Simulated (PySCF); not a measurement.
Sn(NH2)2 (H4N2Sn), SMILES [NH2][Sn][NH2] (connectivity only; charge and spin as stated), neutral, multiplicity 1. Geometry: B3LYP-D3(BJ)/def2-SVP. The def2 effective core potentials stand for the cores of Sn; spin–orbit coupling is left out. The values are those of a single conformer.

Computed with PySCF with B3LYP-D3(BJ)/def2-SVP.

Harmonic wavenumbers (cm⁻¹): 168, 193, 264, 321, 432, 571, 584, 588, 691, 1496, 1516, 3537, 3540, 3650, 3651. Rotational constants (GHz): 9.186, 6.392, 3.769; symmetry number 2.

Question: Work out the zero-point energy and the ideal-gas rigid-rotor harmonic-oscillator thermochemistry at 298.15 K and 1 atm.

Answer: ZPE = ½ Σ hcν = ½ × 21202 cm⁻¹ = 30.31 kcal/mol. H − E(el) = 34.54 kcal/mol. Entropy in cal/(mol K): translation 40.94, rotation 23.41, vibration 10.24, total 74.59. G − E(el) = 12.30 kcal/mol. Cp = 20.67 cal/(mol K).
